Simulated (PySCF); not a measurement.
H4SSiTe, SMILES [SiH3][Te]S. Coordinates come from a r2SCAN-D4/def2-SVP optimisation. The def2 effective core potentials stand for the cores of Te; spin–orbit coupling is left out. The values are those of a single conformer.

Computed equilibrium geometry at r2SCAN-D4/def2-SVP (PySCF confirms it by a frequency run) as bond lengths and angles (one conformer of several):
Atoms: Te1 S2 H3 Si4 H5 H6 H7. Bonded distances (Å): Te1–S2 2.446, Te1–Si4 2.515, S2–H3 1.354, Si4–H5 1.495, Si4–H6 1.492, Si4–H7 1.490. Bond angles (°): S2–Te1–Si4 92.1, Te1–S2–H3 96.3, Te1–Si4–H5 107.0, Te1–Si4–H6 110.1, Te1–Si4–H7 110.2, H5–Si4–H6 109.8, H5–Si4–H7 110.1, H6–Si4–H7 109.7.
Charge 0, spin multiplicity 1.
